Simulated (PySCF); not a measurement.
C₅H₅NO.
Geometry (GFN2-xTB, Å), atoms numbered from 1 in this order:
```
atom  x, y, z in Å
N1    -2.9970   -0.7563   -1.4607
C2    -2.1858   -0.0528   -1.0727
C3    -1.1485    0.8239   -0.5783
C4     0.1210    0.0571   -0.3814
C5     0.7689   -0.0330    0.7781
C6     2.0153   -0.7842    0.9203
O7     2.6497   -0.8728    1.9388
H8    -0.9960    1.6122   -1.3240
H9    -1.4848    1.2790    0.3568
H10    0.5030   -0.4487   -1.2598
H11    0.4068    0.4569    1.6723
H12    2.3485   -1.2820   -0.0122
```

The closed-shell ground state was solved at several levels (PySCF, density fitting, gas phase, non-relativistic).

```tsv
level	basis functions	total energy (Eh)	HOMO (eV)	LUMO (eV)	gap (eV)	dipole (D)
PBE0/def2-SVPD	183	-322.8647	-7.96	-2.35	5.61	3.23
PBE0/pcSseg-1	144	-323.0525	-7.88	-2.26	5.62	3.15
```

Q: What might B3LYP/pcJ-1 (239 basis functions) give for the same quantities?

A: Total energy -323.4814 Eh, HOMO -7.61 eV, LUMO -2.46 eV, gap 5.15 eV, dipole 3.16 D.

Q: How far do the dipole and the HOMO energy spread over the levels?

A: The dipole runs from 3.15 to 3.23 D (mean 3.18 D) and the HOMO from -7.96 to -7.61 eV.

One conformer stands for the species.
